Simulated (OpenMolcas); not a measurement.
**Mn4+, Tc4+, Re4+: d3 down the group**

```
Program             : OpenMolcas 26.06
Method              : SS-CASPT2, IPEA 0.25 Eh, imaginary shift 0.1 Eh
Basis               : ANO-RCC-VQZP
Scalar Hamiltonian  : DKH2, point nucleus
Spin-orbit coupling : state interaction with AMFI integrals over the reference wave functions, term energies averaged over their components
```

Active space for each ion: 3 electrons in 5 orbitals (d); closed shells correlated by CASPT2: Mn4+ 3s 3p; Tc4+ 4s 4p; Re4+ 5s 5p.

Computed levels in cm-1 above 4F 3/2:

```
                               Level   Mn4+   Tc4+   Re4+
                              4F 5/2    363   1032   4920
                              4F 7/2    854   2310   9070
                              4F 9/2   1460   3740  11980
                              4P 1/2  17060  12460  15230
                              4P 5/2  17630  14050  21450
                              2G 7/2  17830  13810  19250
                              2G 9/2  18340  14670  30640
                              2P 1/2  24530  18230  25410
                              2H 9/2  24850  19050  20070
weight of 4F in the lowest level (%)    100     99     85
```

Mixed levels, with the weight of the term that names them: Re4+ 4F 9/2 (63 %), Re4+ 4P 1/2 (72 %), Re4+ 2G 9/2 (56 %), Re4+ 2P 1/2 (72 %), Re4+ 2H 9/2 (57 %).

Measured, with the error of the calculation in %. Measured levels: Mn4+ from Corliss and Sugar, J. Phys. Chem. Ref. Data 6, 1253 (1977); Re4+ from the list in Brasseur, Gamrath and Quinet, At. Data Nucl. Data Tables 157, 101636 (2024).

```json
{"Level": "4F 5/2", "Mn4+": "359 (+1.0)", "Re4+": "4853 (+1.3)"}
{"Level": "4F 7/2", "Mn4+": "835 (+2.3)", "Re4+": "8973 (+1.1)"}
{"Level": "4F 9/2", "Mn4+": "1412 (+3.4)", "Re4+": "11914 (+0.5)"}
{"Level": "4P 1/2", "Mn4+": "16434 (+3.8)", "Re4+": "14325 (+6.3)"}
{"Level": "4P 5/2", "Mn4+": "17049 (+3.4)", "Re4+": "20922 (+2.5)"}
{"Level": "2G 7/2", "Mn4+": "17892 (-0.3)", "Re4+": "19013 (+1.3)"}
{"Level": "2G 9/2", "Mn4+": "18399 (-0.3)", "Re4+": "30366 (+0.9)"}
{"Level": "2P 1/2", "Mn4+": "23082 (+6.3)", "Re4+": "23669 (+7.4)"}
{"Level": "2H 9/2", "Mn4+": "24975 (-0.5)", "Re4+": "19967 (+0.5)"}
```

The fine-structure level 4F 9/2 changes by a factor of 8.21 from Mn4+ to Re4+.

Without spin-orbit coupling 4P lies 16580, 11270, 10720 cm-1 above 4F in that order; the difference to the level 4P 1/2, of either sign, comes from spin-orbit coupling, which also lowers the zero.

CASPT2 does not keep the components of a term degenerate, so their means are used; among the terms shown or strongly mixed into the levels shown the widest spread is 960 cm-1 (5d3 2H, Re4+). The CASPT2 spread within a term exceeds the gap to the next term for 3d3 2P and 3d3 2H, so the order of their levels is uncertain (figures for Mn4+; the like holds for Tc4+, Re4+). Computed and measured levels are paired by configuration, term and J; levels that our copy of the source lacks, or whose pairing is in doubt (as where it misses far off the trend of its configuration), stay unpaired and out of the deviations. Only configurations of the active space appear.
